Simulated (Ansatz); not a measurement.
Start from `CC([SiH3])[SeH]` and change one element to get `CC([SiH3])[TeH]`.

Ansatz, PBE0-D4/def2-TZVP geometries, multiplicity 1. Each molecule was computed in one conformer, which needn't be the lowest.

Elements past krypton have def2 core potentials. Scalar relativity is left out up to krypton. Spin–orbit coupling is left out; it splits and shifts lone-pair levels of the heavy atoms by tenths of an eV.

| property | `CC([SiH3])[SeH]` |
| --- | --- |
| LUMO energy (ωB97M-V/def2-TZVPP) / eV | 1.51 |
| HOMO–LUMO gap (PBE/def2-TZVPP) / eV | 4.25 |
| LUMO energy (B3LYP/def2-TZVPP) / eV | -0.50 |
| HOMO–LUMO gap (PBE0/def2-TZVPP) / eV | 6.26 |
| HOMO–LUMO gap (B3LYP/def2-TZVPP) / eV | 5.81 |
| HOMO energy (B3LYP/def2-TZVPP) / eV | -6.31 |

**Question.** Give the same properties after the change, and the shifts. (Estimate.)

**Answer.** Ansatz gave: 
```json
{"property": "LUMO energy (ωB97M-V/def2-TZVPP) / eV", "`CC([SiH3])[TeH]`": "0.91", "shift": "-0.60"}
{"property": "HOMO–LUMO gap (PBE/def2-TZVPP) / eV", "`CC([SiH3])[TeH]`": "3.42", "shift": "-0.83"}
{"property": "LUMO energy (B3LYP/def2-TZVPP) / eV", "`CC([SiH3])[TeH]`": "-1.09", "shift": "-0.59"}
{"property": "HOMO–LUMO gap (PBE0/def2-TZVPP) / eV", "`CC([SiH3])[TeH]`": "5.27", "shift": "-0.99"}
{"property": "HOMO–LUMO gap (B3LYP/def2-TZVPP) / eV", "`CC([SiH3])[TeH]`": "4.85", "shift": "-0.96"}
{"property": "HOMO energy (B3LYP/def2-TZVPP) / eV", "`CC([SiH3])[TeH]`": "-5.94", "shift": "0.37"}
```

With PBE0 the HOMO rises by 0.39 eV and the LUMO falls by 0.61 eV, so the gap narrows by about 1.00 eV. PBE moves the HOMO by 0.27 eV and ωB97M-V by 0.47 eV.

Positive LUMOs are unbound, so they and the gaps depend on the basis.

B3LYP here is the variant with VWN-RPA as its local correlation; programs differ in this.
